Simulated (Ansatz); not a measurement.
One change: `[F][In]([SH])[SH]` becomes `FB(S)S`.

Ansatz, PBE0-D4/def2-TZVP geometries, multiplicity 1. Each molecule was computed in one conformer, which needn't be the lowest.

Elements past krypton have def2 core potentials.

```
                             property  `[F][In]([SH])[SH]`
   HOMO energy (PBE0/def2-TZVPP) / eV                -7.93
    LUMO energy (PBE/def2-TZVPP) / eV                -2.96
HOMO–LUMO gap (B3LYP/def2-TZVPP) / eV                 5.26
 HOMO–LUMO gap (PBE0/def2-TZVPP) / eV                 5.82
  HOMO–LUMO gap (PBE/def2-TZVPP) / eV                 3.73
  HOMO energy (B3LYP/def2-TZVPP) / eV                -7.67
```

**Question.** What does the change do to each property? (Estimate.)

**Answer.** Computed: 
```tsv
property	`FB(S)S`	shift
HOMO energy (PBE0/def2-TZVPP) / eV	-7.69	0.24
LUMO energy (PBE/def2-TZVPP) / eV	-1.28	1.68
HOMO–LUMO gap (B3LYP/def2-TZVPP) / eV	6.91	1.65
HOMO–LUMO gap (PBE0/def2-TZVPP) / eV	7.35	1.53
HOMO–LUMO gap (PBE/def2-TZVPP) / eV	5.21	1.48
HOMO energy (B3LYP/def2-TZVPP) / eV	-7.43	0.24
```

With PBE0 the HOMO rises by 0.24 eV and the LUMO rises by 1.77 eV, so the gap widens by about 1.53 eV. PBE moves the HOMO by 0.20 eV and ωB97M-V by 0.28 eV.

B3LYP here is the variant with VWN-RPA as its local correlation; programs differ in this.
